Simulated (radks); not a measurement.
All-electron atom: Ar+ in [Ne] 3s2 3p5 (the NIST ground configuration).

Method: Dirac Kohn-Sham, LDA (Slater exchange, Perdew-Wang correlation), spin-unpolarised, spherical densities, finite nucleus; open shells fill j = l - 1/2 first; Fermi nuclear charge, rms radius 3.4274 fm; computed with a radial shooting solver on a logarithmic mesh with Libxc functionals.

Energy parts (hartree):
| part | energy |
|---|---|
| total | -527.21943 |
| kinetic | 530.05531 |
| electron-nucleus | -1251.98420 |
| Hartree | 223.65970 |
| exchange-correlation | -28.95024 |

Orbitals (lengths in bohr, moments of r in powers of bohr):
orbital  occ.  eigenvalue (hartree)   <1/r>  small-component weight
1s1/2       2             -114.8090   17.65                4.10e-03
2s1/2       2             -11.38366   3.548                6.57e-04
2p1/2       2              -9.01090   3.472                6.39e-04
2p3/2       4              -8.92893   3.442                6.34e-04
3s1/2       2              -1.34584   1.019                1.17e-04
3p1/2       2              -0.82062  0.8855                9.24e-05
3p3/2       3              -0.81317  0.8798                9.16e-05

The highest occupied level is 3p3/2 at -22.128 eV. The density falls to 0.001 e/bohr^3 at r = 3.44 bohr.
